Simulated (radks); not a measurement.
Values are calculated unless marked as measured or tabulated.
All-electron atom: Ar in [Ar]. Code: a radial shooting solver on a logarithmic mesh with Libxc functionals. Model: non-relativistic Kohn-Sham, PBE, spin-polarised, spherical densities, point nucleus.

Normalised radial functions P(r) = r R(r), r in bohr:

| r | 2s | 2p |
|---|---|---|
| 0.003145 | 0.1248 | 0.0018 |
| 0.004544 | 0.1758 | 0.0036 |
| 0.006512 | 0.2430 | 0.0073 |
| 0.009409 | 0.3327 | 0.0149 |
| 0.01349 | 0.4416 | 0.0296 |
| 0.01949 | 0.5684 | 0.0586 |
| 0.02793 | 0.6882 | 0.1118 |
| 0.04036 | 0.7638 | 0.2095 |
| 0.05784 | 0.7225 | 0.3708 |
| 0.08357 | 0.4725 | 0.6245 |
| 0.1198 | -0.0334 | 0.9570 |
| 0.1731 | -0.7529 | 1.3196 |
| 0.2481 | -1.3962 | 1.5545 |
| 0.3584 | -1.6166 | 1.4951 |
| 0.5179 | -1.2459 | 1.0904 |
| 0.7423 | -0.6187 | 0.5602 |
| 1.072 | -0.1716 | 0.1750 |
| 1.537 | -0.0233 | 0.0293 |
| 2.221 | -0.0011 | 0.0019 |
| 3.183 | 0.0000 | 0.0000 |
| 4.6 | 0.0000 | 0.0000 |

2s: eigenvalue -294.73 eV, 1 radial node at r = 0.118 bohr, <r> = 0.416 bohr, 90 % of the charge inside 0.650 bohr. 2p: eigenvalue -229.77 eV, 0 radial nodes, <r> = 0.377 bohr, 90 % of the charge inside 0.625 bohr.
